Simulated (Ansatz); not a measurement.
Calculated with Ansatz (gas phase, PBE0-D4/def2-TZVP geometries, no zero-point term in ΔE). CCSD(T)/CBS is the MP2 limit (def2-TZVPP, def2-QZVPP) plus CCSD(T) − MP2 in def2-TZVPP, frozen cores. This one scheme is used for every species. DFT in def2-TZVPP. Each species was taken in one conformer, which may not be the lowest.

Reaction (formal exchange of groups at the Al–F bond): `O=C=[N][AlH][F]` + CH₄ → `[CH3][AlH][N]=C=O` + H–F

```csv
species,r2SCAN0 energy (Eh)
`O=C=[N][AlH][F]`,-511.01396
CH₄,-40.49834
`[CH3][AlH][N]=C=O`,-451.00529
H–F,-100.43389
```

Task: Work out ΔE.

Result: ΔE = (-451.00529) + (-100.43389) − (-511.01396) − (-40.49834) = 0.07312 Eh = +192.0 kJ/mol. CCSD(T)/CBS gives +188.1 kJ/mol.

Largest T1 diagnostic among the species: 0.016.

Leaving LDA and LC-ωPBE aside and taking each functional with its dispersion term where it has one, the values, not all of them listed here, spread over 18.5 kJ/mol, from revPBE-D4 to BHLYP-D4. LDA lies −5.6 kJ/mol from PBE without D4. At CCSD(T), def2-SVP lies +13.5 kJ/mol from the extrapolated value and def2-TZVPP +1.2 kJ/mol. In def2-TZVPP, CCSD(T) changes the Hartree–Fock value by −17.9 kJ/mol (the triples alone add −2.4 kJ/mol) and MP2 by −16.5 kJ/mol.
